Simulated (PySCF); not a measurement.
C2H3BrCl2, SMILES CC(Cl)(Cl)Br. Geometry optimised at PBE-D3(BJ)/def2-SVP.

Method: PBE-D3(BJ)/def2-SVP (PySCF).

Harmonic wavenumbers (cm⁻¹): 194, 203, 276, 304, 315, 328, 479, 626, 669, 1039, 1047, 1064, 1335, 1395, 1396, 2990, 3094, 3104. Rotational constants (GHz): 2.281, 1.424, 1.147; symmetry number 1.

Task: Work out the zero-point energy and the ideal-gas rigid-rotor harmonic-oscillator thermochemistry at 298.15 K and 1 atm.

Result: ZPE = ½ Σ hcν = ½ × 19857 cm⁻¹ = 118.77 kJ/mol. H − E(el) = 137.64 kJ/mol. Entropy in J/(mol K): translation 173.36, rotation 120.69, vibration 48.56, total 342.61. G − E(el) = 35.49 kJ/mol. Cp = 95.27 J/(mol K).
